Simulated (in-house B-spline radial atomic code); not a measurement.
## RPA and G0W0 on PBEsol: K V (K4+)

Configuration [Ne] 3s2 3p3, highest spin, mean-field start PBEsol. Computed with a B-spline radial code for spherical atoms: all electrons, non-relativistic, point nucleus, each spin shell either full or empty, empty states to l = 9 with an (l + 1/2)⁻⁴ tail; G0W0 by contour deformation at full frequency.

Command:
```bash
python run_gw.py task.json out
```
Settings (radii: box in bohr, nucleus in fm):
```
Z                        19
electrons                15
configuration            [Ne] 3s2 3p3
hamiltonian              nr
method                   pbesol
lmax                     9
spin_polarised           True
box_radius               11.96
intervals                48
```

Time taken, with all properties: 1.3 s on 1 thread of Arm Neoverse V1 (shared host).

Energies (hartree):

```
                                     term       value
                         mean-field total  -593.68689
Hartree-Fock functional on these orbitals  -594.07208
                      direct second order     -1.0753
                    second-order exchange     0.39229
                         SOSEX correction     0.35287
```

**Question.** What is the RPA correlation energy, and what remains with SOSEX?

**Answer.** RPA gives -0.93615 hartree (-1.7 eV per electron); RPA + SOSEX gives -0.58328, and the second-order doubles -0.68298 hartree (no singles). RPA lacks exchange-type terms and so overcorrelates at short range.

Quasi-particle levels (eV):

```csv
level,occupied,mean field,Σx - vxc,Σc,QP weight,G0W0
3p up,yes,-73.24,-8.61,?,?,?
3s down,yes,-85.66,-5.83,-2.74,0.945,-94.23
3p down,no,-68.15,10.09,-3.42,0.938,-61.48
```

G0W0 = mean field + (Σx - vxc) + Σc, with Σc (partial-wave tail included) taken at the quasi-particle energy. Only the outer levels were computed. Levels of low weight are left out.

**Question.** Where does G0W0 put 3p up?

**Answer.** At -81.90 eV, with Σc = -0.05 eV and a quasi-particle weight of 0.937. The tabulated removal energy is 82.66 ± 0.16 eV (NIST, semi-empirical); the calculation leaves out relativity, Breit and QED terms, and what these don't explain is the method's own error.
